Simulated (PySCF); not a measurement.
A PySCF script (with the pyscf-properties extension) for the NMR shieldings of `N[Si@]1(O[SiH3])CC[SiH2]N1`, C₂H₁₂N₂OSi₃, on a GFN2-xTB geometry:

```python
import basis_set_exchange as bse
import numpy as np
from pyscf import gto, dft
from pyscf.prop import nmr

atoms = """
N     0.691319    1.941923   -0.779939
Si    0.306009    0.481651    0.055903
O     1.641526    0.095873    0.898751
Si    3.162764   -0.444286    0.905615
C    -0.387239   -0.818684   -1.130410
C    -1.914970   -0.703613   -1.100610
Si   -2.462829   -0.305460    0.675918
N    -1.024970    0.510181    1.171233
H     1.302455    2.602263   -0.328252
H    -0.042459    2.424915   -1.270462
H     3.620790   -0.138702    2.259311
H     3.153545   -1.881523    0.631671
H     3.932522    0.272216   -0.111453
H    -0.015813   -0.720754   -2.150031
H    -0.096737   -1.811209   -0.784186
H    -2.382362   -1.604848   -1.499499
H    -2.217344    0.114427   -1.757181
H    -3.608158    0.611804    0.734769
H    -2.731235   -1.505403    1.479647
H    -0.931962    0.889909    2.096169
"""
names = dict.fromkeys(["N", "Si", "O", "C", "H"], "pcSseg-1")
basis = {el: gto.basis.parse(bse.get_basis(n, elements=[el], fmt="nwchem")) for el, n in names.items()}
mol = gto.M(atom=atoms, basis=basis, charge=0, verbose=0)
mf = dft.RKS(mol, xc="PBE0")
mf.grids.level = 2
mf.grids.alignment = dft.numint.BLKSIZE   # the property module wants whole blocks of grid points
mf.conv_tol = 1e-9
mf.kernel()

calc = nmr.RKS(mf)   # GIAO
C = mf.mo_coeff
Co = C[:, mf.mo_occ > 0]
resp = mf.gen_response(singlet=True, hermi=2)
def vind(x):   # induced exchange potential for any number of trial vectors
    d = np.einsum("pi,xij,qj->xpq", C, 2 * x.reshape(-1, C.shape[1], Co.shape[1]), Co, optimize=True)
    return np.einsum("xpq,pi,qj->xij", resp(d - d.transpose(0, 2, 1)), C, Co, optimize=True).ravel()
mo1, _ = nmr.rhf.solve_mo1(calc, with_cphf=vind)
sigma = calc.kernel(mo1)
for i, s in enumerate(sigma):   # ppm
    print("%2d %-2s %9.2f" % (i, mol.atom_pure_symbol(i), np.trace(s) / 3))
```

**Question.** What does it print?

**Answer.** 
```
 0 N     238.07
 1 Si    368.10
 2 O     298.93
 3 Si    393.69
 4 C     178.24
 5 C     181.23
 6 Si    382.00
 7 N     227.61
 8 H      30.95
 9 H      31.42
10 H      26.64
11 H      26.55
12 H      26.53
13 H      30.80
14 H      31.15
15 H      30.59
16 H      30.84
17 H      26.87
18 H      26.81
19 H      31.35
```

These numbers come from an equivalent density-fitted implementation of the same equations, which agrees with the script to about 0.01 ppm for H and up to a few tenths of a ppm for heavy atoms, so last digits may differ.

**Question.** Turn these shieldings into chemical shifts. Chemical shifts δ = σref − σ; ¹⁵N (σref 267.73) vs NH3; TMS for ²⁹Si (σref 349.16), ¹³C (σref 186.93), ¹H (σref 31.72); ¹⁷O (σref 336.08) against H2O, all at this level.

**Answer.** Averaging equivalent atoms: N 7: 40.1; N 0: 29.7; Si 1: -18.9; Si 6: -32.8; Si 3: -44.5; O 2: 37.1; C 4: 8.7; C 5: 5.7; H 10/11/12: 5.14; H 18: 4.91; H 17: 4.85; H 15: 1.13; H 13: 0.91; H 16: 0.88; H 14: 0.57; H 8/9: 0.53; H 19: 0.36 ppm. Experimental scales use liquid or dissolved standards, which lie at an offset from isolated NH3 (liquid NH3: subtract about 20 ppm) and H2O (liquid H2O: subtract about 36 ppm).

Size and cost of the density-fitted run: 217 basis functions, 79 s wall time on 1 thread of an Arm Neoverse N1, shared host; peak memory 1.1 GiB.
